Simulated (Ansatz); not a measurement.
Reactions of C$_{4}$H$_{8}$S (`C=CC(C)S`).

Computed with Ansatz on PBE0-D4/def2-TZVP structures; ΔE is electronic, products minus reactants. CBS: MP2 limit from def2 TZ/QZ plus the TZ coupled-cluster correction, frozen cores. This one scheme is used for every species. def2 core potentials past Kr. For In outer-core shells are correlated without core-valence functions, which leaves a few kJ/mol of doubt a bond. Each species was taken in one conformer, which may not be the lowest.

**Question.** Order these by ΔE at CCSD(T)/CBS, lowest first. (Estimate.)
A. `C=CC(C)S` + `CB(N)Cl` → `CNB(C)Cl` + `C=CCS`
B. `C=CC(C)S` + CH₃OH → `C=COC` + `CCS`
C. `C=CC(C)S` + `OC(F)BCl` → `CC(O)(F)BCl` + `C=CCS`
D. `C=CC(C)S` + `[OH][InH2]` → `C=C[O][InH2]` + `CCS`

**Answer.** C (-2.8 kcal/mol), B (+4.4 kcal/mol), D (+6.8 kcal/mol), A (+10.1 kcal/mol).

Largest T1 diagnostic: 0.017, for `[OH][InH2]`.
